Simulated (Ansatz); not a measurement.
As6 was relaxed with PBE-D4 (def2-SVP) in Ansatz in these states: neutral quintet, neutral singlet, neutral triplet. The geometries follow in no particular order.

A:

```xyz
6

As   -0.665    0.078    2.069
As    1.551   -0.225    1.124
As    0.898   -1.236   -1.179
As    0.195    1.819    0.611
As   -1.518   -1.244   -0.935
As   -0.461    0.807   -1.690
```

B:

```tsv
atom	x (Å)	y (Å)	z (Å)
As1	-0.437	-1.102	-1.661
As2	0.854	2.019	-1.081
As3	-0.649	1.647	0.723
As4	1.477	-1.523	-0.140
As5	-1.682	-0.680	0.397
As6	0.438	-0.362	1.761
```

C:

```xyz
6

As    0.200    1.909    0.142
As   -1.292    0.537   -1.322
As    0.427   -1.342   -1.312
As   -1.486    0.372    1.166
As    1.919    0.030    0.152
As    0.233   -1.507    1.175
```

Problem. Judge from the bond lengths which geometry belongs to which state (an estimate).

Solution. A is the neutral triplet (As2–As4 2.507 Å, As1–As2 2.429 Å, As1–As5 3.392 Å); B is the neutral quintet (As2–As4 3.718 Å, As1–As2 3.427 Å, As1–As5 2.443 Å); C is the neutral singlet (As2–As4 2.500 Å, As1–As2 2.500 Å, As1–As5 2.547 Å).
